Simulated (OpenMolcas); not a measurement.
An atom or ion with 48 electrons was computed by SS-RASPT2, IPEA 0.25 Eh, imaginary shift 0.1 Eh with spin-orbit coupling (OpenMolcas, ANO-RCC-VQZP, DKH2). The lowest levels that the run gave, each within 12 % of the measured value where one is at hand:

| J | Parity | E (cm⁻¹) | g |
| --- | --- | --- | --- |
| 0 | even | 0.0 |  |
| 0 | odd | 65010 |  |
| 1 | odd | 66930 | 1.495 |
| 2 | odd | 71700 | 1.501 |
| 1 | odd | 94450 | 1.006 |
| 0 | even | 152900 |  |
| 2 | even | 156120 | 1.125 |
| 1 | even | 156280 | 1.501 |
| 2 | even | 162020 | 1.377 |

Task: Which ion is it, and what are the configurations and terms?

Result: Sb3+ (Z = 51, charge +3; active space 2 electrons in 9 orbitals (RAS2 5s 5p; RAS3 5d, at most 2 electrons)). J, parity and g give the terms where levels are pure, and mixed ones are named by the computed weights; the size of the splittings, set against known spectra of the 48-electron sequence, gives the charge. In order, with the measured energies in cm⁻¹ (Moore, Atomic Energy Levels, vol. III, NSRDS-NBS 35 (1971 reprint of NBS Circular 467, 1958)): 5s² ¹S₀, 5s 5p ³P°₀, 5s 5p ³P°₁ (66700), 5s 5p ³P°₂ (72560), 5s 5p ¹P°₁ (95952), 5p² ³P₀ (152076), 5p² ¹D₂ (155956), 5p² ³P₁ (156388), 5p² ³P₂ (163524).

CASPT2 does not keep the components of a term degenerate, so their means are used; among the terms shown or strongly mixed into the levels shown the widest spread is 19 cm-1 (5p² ¹D). Active for correlation alone: 5d; no level in the range computed is led by a configuration that fills it, so any true level of that kind is missing. Some terms mix strongly with configurations of 5d, whose occupation reaches 0.29 (5p² ¹D). Computed and measured levels are paired by configuration, term and J; levels that our copy of the source lacks, or whose pairing is in doubt (as where it misses far off the trend of its configuration), stay unpaired and out of the deviations. Only configurations of the active space appear.

° marks odd parity.
